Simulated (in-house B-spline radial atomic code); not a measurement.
Values are calculated unless marked as measured or tabulated.
**Fe in an electron gas of r_s = 1.8: phase shifts, screening and friction**

A nucleus sits in a uniform electron gas with a rigid positive background. The Kohn-Sham equations are solved self-consistently in the spin-unpolarised LDA (PW92), non-relativistic, on B-splines with outgoing waves at the boundary and partial waves to l = 8. The model has no lattice, no bands and no magnetic solution. Atomic units; δ_l are the phase shifts at the Fermi level, counted so that each bound state adds π, and good to about 0.0005.

The density parameter is r_s = 1.8 bohr.

```csv
l,δ_l (rad)
0,8.8551
1,6.2814
2,2.5404
3,0.0434
4,0.0105
5,0.0021
6,0.0004
7,-0.0002
8,-0.0002
```

Bound levels below the band bottom (hartree): s -253.3, s -28.65, p -24.64, s -2.539, p -1.379.

Task: Check the Friedel sum rule, and say where the screening charge sits.

Result: k_F = (9π/4)^(1/3)/r_s = 1.06620. The rule is Z = (2/π) Σ (2l + 1) δ_l. The terms are s 5.637, p 11.997, d 8.086, f 0.193 and 0.074 beyond, in all 25.988 against Z = 26. Bound states hold 6 s, 12 p, 0 d electrons, so the scattering states carry 7.99 in all; where a term is smaller than its bound count, the bound level has drawn weight out of the band.

Task: Find the transport cross section and the electronic stopping of a 1 keV Fe ion (mass 55.84 u).

Result: σ_tr = (4π/k_F²) Σ (l + 1) sin²(δ_l − δ_(l+1)). The terms for l = 0 to 3 are 0.2893, 0.6365, 1.0831, 0.0043, all together 2.0137, so σ_tr = 11.054 × 2.0137 = 22.260 bohr². With n = 3/(4π r_s³) = 0.04093, the friction coefficient is Q = n k_F σ_tr = 0.9715. For v well below v_F = 1.066, dE/dx = Q v; with 24801 eV per u at v = 1, v = √(1000/(24801 × 55.84)) = 0.0269, so dE/dx = 0.02611 hartree/bohr = 13.4 eV/nm. The largest term couples the d and f waves.
